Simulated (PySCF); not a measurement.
**`C[S@@](CC(C=C)=O)=O`, C5H8O2S**

Molfile (atoms numbered from 1):
```
C5H8O2S
     RDKit          3D

 16 15  0  0  0  0  0  0  0  0999 V2000
    2.1286   -0.9534   -0.6916 C   0  0  0  0  0  0  0  0  0  0  0  0
    1.9059   -0.0183    0.2243 C   0  0  0  0  0  0  0  0  0  0  0  0
    0.7220    0.8476    0.3015 C   0  0  0  0  0  0  0  0  0  0  0  0
    0.4765    1.4959    1.3025 O   0  0  0  0  0  0  0  0  0  0  0  0
   -0.2242    0.8512   -0.8573 C   0  0  0  0  0  0  0  0  0  0  0  0
   -1.4581   -0.5702   -0.7016 S   0  0  0  0  0  4  0  0  0  0  0  0
   -2.2193   -0.0033    0.8733 C   0  0  0  0  0  0  0  0  0  0  0  0
   -0.6896   -1.7730   -0.3961 O   0  0  0  0  0  0  0  0  0  0  0  0
    2.9980   -1.5868   -0.6319 H   0  0  0  0  0  0  0  0  0  0  0  0
    1.4561   -1.1569   -1.5061 H   0  0  0  0  0  0  0  0  0  0  0  0
    2.5928    0.1211    1.0491 H   0  0  0  0  0  0  0  0  0  0  0  0
    0.2704    0.7159   -1.8146 H   0  0  0  0  0  0  0  0  0  0  0  0
   -0.8369    1.7495   -0.8600 H   0  0  0  0  0  0  0  0  0  0  0  0
   -2.9084    0.7997    0.6350 H   0  0  0  0  0  0  0  0  0  0  0  0
   -1.4642    0.3383    1.5740 H   0  0  0  0  0  0  0  0  0  0  0  0
   -2.7571   -0.8484    1.2904 H   0  0  0  0  0  0  0  0  0  0  0  0
  1  2  2  0
  2  3  1  0
  3  4  2  0
  3  5  1  0
  6  5  1  1
  6  7  1  0
  6  8  2  0
  1  9  1  0
  1 10  1  0
  2 11  1  0
  5 12  1  0
  5 13  1  0
  7 14  1  0
  7 15  1  0
  7 16  1  0
M  END
```

Method used: quadratic response CAM-B3LYP/aug-cc-pVDZ first hyperpolarisability, Taylor convention, gas phase (PySCF). Geometry: GFN2-xTB.

Give the tensor of the second harmonic β(−2ω;ω,ω) at 800 nm in the axes of these coordinates.

In au, Taylor convention; rows are the first index (the induced dipole):
```csv
,xx,yy,zz,xy,xz,yz
x,-28.8,+5.1,+16.6,-228.1,-63.0,-9.4
y,-260.1,-101.4,-36.6,-9.9,-18.4,-1.0
z,-85.9,-1.4,+50.1,-13.1,+12.8,-45.2
```
Norm of βᵢ = ⅓ Σⱼ (βᵢⱼⱼ + βⱼᵢⱼ + βⱼⱼᵢ): 383.7 au, hyper-Rayleigh value 177.3 au.
